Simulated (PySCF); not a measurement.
# Frontier orbitals and the lowest excitations

Species: C₃H₅ClF₄Si.
Z-matrix (Å and degrees, GFN2-xTB geometry), rows numbered from 1:
```
F 
C   1  1.3647
Cl  2  1.7845  1  108.39
Si  2  1.9311  1  110.78  3   118.78
C   4  1.9068  2  104.60  1   -57.95
C   5  1.4981  4  109.13  2   179.47
F   6  1.3450  5  112.42  4   -59.62
F   6  1.3415  5  113.37  4   179.99
F   6  1.3450  5  112.31  4    59.65
H   2  1.0913  1  106.63  3  -114.85
H   4  1.4591  2  107.06  1  -176.27
H   4  1.4626  2  107.75  1    59.47
H   5  1.0906  4  111.84  2    60.08
H   5  1.0903  4  112.00  2   -61.22
```

Computed with TDDFT B3LYP/def2-SVPD, vertical, gas phase, core orbitals frozen in the response (PySCF 2.14.0, density-fitted response routines).

Kohn–Sham orbitals with the atoms that hold most of them (Löwdin shares over 4%, at most four atoms; ? is withheld):

```json
{"orbital": "LUMO+2", "ε (eV)": "0.17", "atoms": "Cl3 27%, Si4 20%, C2 14%, H12 9%"}
{"orbital": "LUMO+1", "ε (eV)": "-0.07", "atoms": "Si4 28%, C2 12%, Cl3 9%, F1 9%"}
{"orbital": "LUMO", "ε (eV)": "?", "atoms": "?"}
{"orbital": "HOMO", "ε (eV)": "-8.40", "atoms": "?"}
{"orbital": "HOMO-1", "ε (eV)": "-9.26", "atoms": "Cl3 81%, C2 7%, F1 5%"}
{"orbital": "HOMO-2", "ε (eV)": "-9.91", "atoms": "C5 32%, Si4 22%, F8 10%, H12 8%"}
{"orbital": "HOMO-3", "ε (eV)": "-10.08", "atoms": "Cl3 30%, F1 20%, Si4 16%, C2 13%"}
```

Question: Which atoms hold the LUMO, and with what shares?

Answer: Cl3 (bonded to C) 35%; C2 (bonded to Cl, F, Si and H) 18%; Si4 (bonded to 2 C and 2 H) 18%; H12 (bonded to Si) 7%.

Question: Which atoms hold the HOMO, and with what shares?

Answer: Cl3 (bonded to C) 50%; C2 (bonded to Cl, F, Si and H) 20%; Si4 (bonded to 2 C and 2 H) 11%; F1 (bonded to C) 9%.

Question: What is the LUMO energy, and the HOMO–LUMO gap?

Answer: ε(LUMO) = -0.58 eV; the gap is 7.83 eV (0.2876 hartree).

Question: How does S1 compare with the orbital gap of 7.83 eV?

Answer: S1 is at 6.69 eV (f = 0.026), 1.14 eV below the gap, made of HOMO→LUMO (93%). Without the coupling terms of the response equations the lowest excitation would equal the gap.

Question: One configuration dominates each of S1, S2, S3 and S6. Which, and how do the shares of the two leading atoms of either orbital change from the occupied to the empty one?

Answer: 
- S1 (6.69 eV, f 0.026), HOMO→LUMO (93%): Cl3 50% → 35%, C2 20% → 18%
- S2 (7.34 eV, f 0.0018), HOMO→LUMO+1 (96%): Cl3 50% → 9%, C2 20% → 12%, Si4 11% → 28%
- S3 (7.52 eV, f 0.0031), HOMO-1→LUMO (90%): Cl3 81% → 35%, C2 7% → 18%
- S6 (8.27 eV, f 0.017), HOMO-1→LUMO+1 (88%): Cl3 81% → 9%, C2 7% → 12%, Si4 at most 4% → 28%

Löwdin shares depend on the basis, the more so with diffuse functions.

Time: 72 s (grids of density and orbitals included); peak memory 0.96 GiB. Hardware: one thread, Arm Neoverse V2 (aarch64), shared host with 96 logical CPUs at a one-minute load of 54.

One conformer stands for the species.
